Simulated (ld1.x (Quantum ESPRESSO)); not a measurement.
## What one change does to a pseudopotential (Ge, PAW)

| Quantity | Value |
| --- | --- |
| Element | Ge |
| Generator | ld1.x (Quantum ESPRESSO) 7.5 |
| Type | PAW |
| Functional | LDA (PZ) |
| Relativity | scalar-relativistic |
| Frozen core | [Ar] |
| Valence charge | 14 |
| Reference configuration | 3d10 4s2 4p0.5 (charge +1.5) |
| Partial waves | 4s (bound): rcut 1.65, rcutus 1.85 bohr; 4s channel at -0.8 Ry: rcut 1.65, rcutus 1.85 bohr; 4p (bound): rcut 1.75, rcutus 2.25 bohr; 4p channel at -0.8 Ry: rcut 1.75, rcutus 2.25 bohr; 3d (bound): rcut 0.60, rcutus 0.65 bohr; 3d channel at -1.4 Ry: rcut 0.60, rcutus 0.65 bohr; 4f channel at 0.05 Ry: rcut 1.75, rcutus 2.00 bohr |
| Local potential | all-electron potential smoothed inside 1.60 bohr (lloc = -1) |
| Core correction | a·sin(br)/r model core, default radius (ld1.x builds one for every PAW set, though the input has nlcc=.false.) |
| Augmentation charge | GAUSS, radius 0.65 bohr |

Change: all radii but the core radius scaled by about 1.22 (s 2.26, p 2.74, d 0.80, f 2.44 bohr, rcut 2.02/2.14/0.74/2.14); local potential all-electron potential smoothed inside 1.96 bohr (lloc = -1); augmentation GAUSS, radius 0.80 bohr.

Cutoffs: the cutoffs (Ry, on a coarse ladder) from which the occupation-weighted sum of valence levels, in a spherical-Bessel basis at the reference potential, stays within 10 and 1 mRy of its value at 400 Ry; they do not see the model core or the augmentation charge, which bear on the density cutoff. Errors are all-electron minus pseudo energies relative to the spin-unpolarised reference configuration.

Task: Predict the effect on cutoff, ghosts and configuration errors.

Result: Of the 9 tests that both files solve, the error grows in 4 and shrinks in 3 by more than 15 % and 0.3 meV (median size 2.9 → 2.7 meV); neither file shows a bound ghost.

```tsv
quantity	base	changed
cutoff, loose	over 300 Ry	260 Ry
cutoff, tight	over 300 Ry	over 300 Ry
loose cutoff by channel (10 mRy a level)	s 6 Ry, p 8 Ry, d 230 Ry	s 6 Ry, p 6 Ry, d 160 Ry
bound ghosts	none	none
error for 3d10 4s2 4p2, meV [ΔE -14.41 eV]	+3.3	+2.5
error for 3d10 4s2 4p1, meV [ΔE -6.78 eV]	+1.1	+1.0
error for 3d10 4s2 4p0, meV [ΔE 8.94 eV]	-0.7	-1.2
error for 3d10 4s2 4p2.3, meV [ΔE -15.34 eV]	+3.8	+2.7
error for 3d9 4s2 4p3, meV [ΔE 15.31 eV]	-60	+126
error for 3d10 4s1 4p3, meV [ΔE -6.37 eV]	+2.9	+7.2
error for 3d10 4s0 4p4, meV [ΔE 1.95 eV]	+2.8	+6.4
error for 3d10 4s2 4p0.5 (spin-polarised), meV [ΔE -0.05 eV]	+0.2	+0.1
error for 3d10 4s2 4p2 (spin-polarised), meV [ΔE -14.98 eV]	+4.9	+3.7
lowest overlap eigenvalue by channel	s 0.38, p 0.64, d 1.00, f 0.87	s 0.37, p 0.74, d 1.00, f 0.87
```
